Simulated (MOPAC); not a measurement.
A run for MOPAC: PM7 on NaCl+, 2S+1 = 2, a spin state set in the input, which need not be the lowest, a point of a bond scan (R = 2.609 Å). Charge +1.

```
PM7 1SCF PRECISE CHARGE=1 UHF MS=0.5 THREADS=1
ClNa

Na     0.00000000 1     0.00000000 1     0.00000000 1
Cl     0.00000000 1     0.00000000 1     2.60888800 1
```

It printed:

```
*******************************************************************************
 **                                                                           **
 **                              MOPAC v23.2.5                                **
 **                                                                           **
 *******************************************************************************
 ** MOPAC's Digital Object Identifier: https://doi.org/10.5281/zenodo.6511958 **
 **                                                                           **
 ** Please cite the open-source release paper for use of this MOPAC version:  **
 ** J. E. Moussa and J. J. P. Stewart (2026)                                  **
 ** MOPAC: An open-source semiempirical molecular orbital program             **
 ** J. Open Source Softw., 11(119), 8025, https://doi.org/10.21105/joss.08025 **
 *******************************************************************************

                              PM7 CALCULATION RESULTS

 *******************************************************************************
 *  PM7        - The PM7 Hamiltonian to be used
 *  UHF        - UNRESTRICTED HARTREE-FOCK CALCULATION
 *
 *
 *
 *                 CHARGE ON SYSTEM = +1
 *
 *
 *
 *  MS=        - IN MECI, MAGNETIC COMPONENT OF SPIN =  0.5
 *  PRECISE    - TIGHTER CRITERIA TO BE USED
 *  1SCF       - DO 1 SCF AND THEN STOP
 *  THREADS=1  - MULTI-THREADING NOT USED
 *  T=         - A TIME OF 172800.0 SECONDS REQUESTED
 *  DUMP=N     - RESTART FILE WRITTEN EVERY 7200.0 SECONDS REQUESTED
 *******************************************************************************
PM7 1SCF PRECISE CHARGE=1 UHF MS=0.5 THREADS=1
 ClNa

   ATOM   CHEMICAL          X               Y               Z
  NUMBER   SYMBOL      (ANGSTROMS)     (ANGSTROMS)     (ANGSTROMS)

     1      Na          0.00000000  *   0.00000000  *   0.00000000  *
     2      Cl          0.00000000  *   0.00000000  *   2.60888800  *



          CARTESIAN COORDINATES

    NO.       ATOM           X           Y           Z

     1        Na          0.0000      0.0000      0.0000
     2        Cl          0.0000      0.0000      2.6089

 General Reference for PM7:
 "Optimization of Parameters for Semiempirical Methods VI: More Modifications to the
 NDDO Approximations and Re-optimization of Parameters", J. J. P. Stewart, J. Mol. Mod., 1:32, 19 (2013)
 https://link.springer.com/article/10.1007/s00894-012-1667-x

           Empirical Formula: Na Cl  =     2 atoms



      MOLECULAR POINT GROUP   :   C*v


          UHF CALCULATION, NO. OF ALPHA ELECTRONS =    4
                           NO. OF BETA  ELECTRONS =    3

 -------------------------------------------------------------------------------
 PM7 1SCF PRECISE CHARGE=1 UHF MS=0.5 THREADS=1
 ClNa



     1SCF WAS SPECIFIED, SO BFGS WAS NOT USED
     SCF FIELD WAS ACHIEVED


                              PM7 CALCULATION
                                                       MOPAC v23.2.5 Linux




          FINAL HEAT OF FORMATION =        180.98005 KCAL/MOL =     757.22053 KJ/MOL


          COSMO AREA              =        110.35 SQUARE ANGSTROMS
          COSMO VOLUME            =        101.61 CUBIC ANGSTROMS

          IONIZATION POTENTIAL    =         16.925060 EV
          ALPHA SOMO LUMO (EV)    =        -17.148 -4.468
          BETA  SOMO LUMO (EV)    =        -16.925 -9.163
          NO. OF ALPHA ELECTRONS  =          4
          NO. OF BETA  ELECTRONS  =          3
          MOLECULAR WEIGHT        =         58.4428         POINT GROUP:  C*v

          MOLECULAR DIMENSIONS (Angstroms)

            Atom       Atom       Distance
           Cl     2   Na     1     2.60889
           Cl     2   Na     1     0.00000
           Na     1   Cl     2     0.00000


          SCF CALCULATIONS        =          1





   ATOM   CHEMICAL          X               Y               Z
  NUMBER   SYMBOL      (ANGSTROMS)     (ANGSTROMS)     (ANGSTROMS)

     1      Na          0.00000000  *   0.00000000  *   0.00000000  *
     2      Cl          0.00000000  *   0.00000000  *   2.60888800  *

                             CARTESIAN COORDINATES

   1   Na        0.000000000     0.000000000     0.000000000
   2   Cl        0.000000000     0.000000000     2.608888000


           Empirical Formula: Na Cl  =     2 atoms



      MOLECULAR POINT GROUP   :   C*v


          ALPHA EIGENVALUES
 -32.50040 -17.66685 -17.64002 -17.14819  -4.46764  -2.73852  -2.02076  -2.01378
  61.17697  61.20392  61.89633  62.19711  62.37168


           BETA EIGENVALUES
 -27.53966 -17.42415 -16.92506  -9.16254  -4.47787  -2.74540  -2.02064  -1.97496
  61.65952  61.87635  61.97178  62.89550  62.90093


              NET ATOMIC CHARGES AND DIPOLE CONTRIBUTIONS

  ATOM NO.   TYPE          CHARGE      No. of ELECS.   s-Pop       p-Pop       d-Pop
    1         Na           0.889660        0.1103     0.01009     0.10025
    2         Cl           0.110340        6.8897     1.99602     4.89326     0.00038
 DIPOLE           X         Y         Z       TOTAL
 POINT-CHG.     0.000     0.000    -6.219     6.219
 HYBRID         0.000    -0.000    -0.179     0.179
 SUM            0.000    -0.000    -6.398     6.398


          ATOMIC ORBITAL ELECTRON POPULATIONS

     Atom    s        px        py        pz      x^2-y^2     xz        z^2       yz        xy
    1 Na   0.01009   0.00518   0.00230   0.09277
    2 Cl   1.99602   1.99472   0.99765   1.90089   0.00009   0.00010   0.00014   0.00005   0.00000


                    (SZ)    =    0.500000
                    (S**2)  =    0.750393


          ATOMIC ORBITAL SPIN POPULATIONS

    Atom   Total    s     px     py     pz   x^2-y^2  xz     z^2    yz     xy
         Atomic
    1 Na -0.0017 -0.001 -0.000  0.002 -0.003
    2 Cl  1.0017  0.001  0.000  0.998  0.003 -0.000  0.000 -0.000  0.000 -0.000

 **********************
 *                    *
 * JOB ENDED NORMALLY *
 *                    *
 **********************




 == MOPAC DONE ==
```

The run finished.

Cost: very roughly 0.010 core-seconds.
